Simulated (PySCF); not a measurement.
A structure optimised at PBE-D3(BJ)/def2-SVP, used in a PySCF frequency run:

```xyz
11

O      2.5572    -0.2311    -0.2312
C      1.4943    -0.1967     0.3565
C      0.2245     0.3273    -0.2059
C     -0.8095     0.9773     0.7260
C     -1.0832    -0.3633     0.1590
F     -2.0146    -0.4870    -0.8290
H      1.3969    -0.5822     1.4229
H      0.2900     0.7159    -1.2345
H     -1.3636     1.8279     0.3023
H     -0.5619     1.0578     1.7970
H     -1.0440    -1.2555     0.8097
```

Problem. Write its SMILES and formula.

Solution. O=C[C@@H]1C[C@H]1F, C4H5FO

Problem. What are its rotational constants (standard atomic weights)?

Solution. 9.1166, 2.0099, 1.8041 GHz
